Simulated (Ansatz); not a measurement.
Molecule: C₂H₈NSi (charge 0, doublet). It need not be the lowest isomer of its formula. SMILES: C[Si](C)N
Geometry from a B3LYP-D3(BJ)/def2-TZVP (Ansatz, a program for electronic structure) optimisation:
```xyz
12

Si     0.3981     0.0729    -0.1710
C     -0.6279    -1.0339    -1.3012
C     -0.4908     1.6976     0.1833
N      0.5568    -0.7603     1.3476
H     -0.7637    -0.5680    -2.2789
H     -1.6144    -1.2104    -0.8614
H     -0.1464    -2.0010    -1.4590
H     -1.4784     1.5011     0.6122
H     -0.6210     2.2748    -0.7339
H      0.0701     2.3157     0.8870
H      0.9338    -0.2704     2.1457
H      0.8610    -1.7229     1.3563
```
Charge 0, spin multiplicity 2.

Quantity: atomisation energy (electronic, to ground-state atoms); the coupled-cluster value holds the core correlation from cc-pwCVTZ, in kcal/mol. Cores are frozen in the correlated levels unless marked. UHF or UKS for open shells. No spin-orbit coupling. Non-relativistic. CBS marks a two-point X^-3 extrapolation of the correlation energy; Hartree-Fock from the larger set.

Level to compare with: CCSD(T)/CBS(cc-pV(T+d)Z,cc-pV(Q+d)Z) plus the core term (Ansatz), 1034.1 kcal/mol. It is a level with limits of its own, and the differences hold the functionals' basis error too.

Rank these functionals by how close they come to CCSD(T)/CBS(cc-pV(T+d)Z,cc-pV(Q+d)Z), closest first: r2SCANh/def2-TZVPD (Ansatz); SVWN5/def2-TZVPD (Ansatz); B97M-V/def2-TZVPD (Ansatz).

B97M-V/def2-TZVPD (meta-GGA with VV10, 1032.3 kcal/mol, difference -1.8), r2SCANh/def2-TZVPD (hybrid meta-GGA, 1027.6 kcal/mol, difference -6.5), SVWN5/def2-TZVPD (LDA, 1163.8 kcal/mol, difference 129.7)
